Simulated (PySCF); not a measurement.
SMILES CC(C)(C)/C=C\[SiH3] (C6H14Si) (GFN2-xTB optimised geometry):

```
21

C      1.374    -0.122     0.000
C     -0.157    -0.122     0.000
C     -0.678     1.321     0.000
C     -0.644    -0.825     1.274
C     -0.722    -0.850    -1.197
C     -0.389    -0.744    -2.479
Si     0.897     0.294    -3.377
H      1.744     0.298     0.933
H      1.766     0.471    -0.820
H      1.752    -1.138    -0.096
H     -1.766     1.332     0.026
H     -0.352     1.845    -0.894
H     -0.307     1.855     0.873
H     -1.731    -0.830     1.321
H     -0.292    -1.855     1.298
H     -0.268    -0.314     2.158
H     -1.528    -1.531    -0.938
H     -0.961    -1.372    -3.157
H      2.224    -0.320    -3.269
H      0.502     0.326    -4.789
H      0.967     1.679    -2.899
```

Calculation: CAM-B3LYP/def2-SVP in PySCF 2.14.0.

**Question.** What are the frontier orbital energies and the dipole moment?

**Answer.** HOMO-2 -10.35 eV, HOMO-1 -9.82 eV, HOMO -8.70 eV, LUMO 0.95 eV, LUMO+1 2.34 eV; dipole moment 0.94 D.

On the same geometry PBE/def2-SVP in PySCF 2.14.0 gives HOMO-2 -7.57 eV, HOMO-1 -7.12 eV, HOMO -6.28 eV, LUMO -1.22 eV, LUMO+1 0.48 eV; dipole moment 0.98 D.

Meta-Löwdin charges at CAM-B3LYP/def2-SVP: C1 -0.28, C2 0.07, C3 -0.28, C4 -0.29, C5 -0.06, C6 -0.36, Si7 0.50, H8 0.09, H9 0.09, H10 0.10, H11 0.09, H12 0.10, H13 0.09, H14 0.09, H15 0.09, H16 0.09, H17 0.09, H18 0.11, H19 -0.11, H20 -0.11, H21 -0.11.
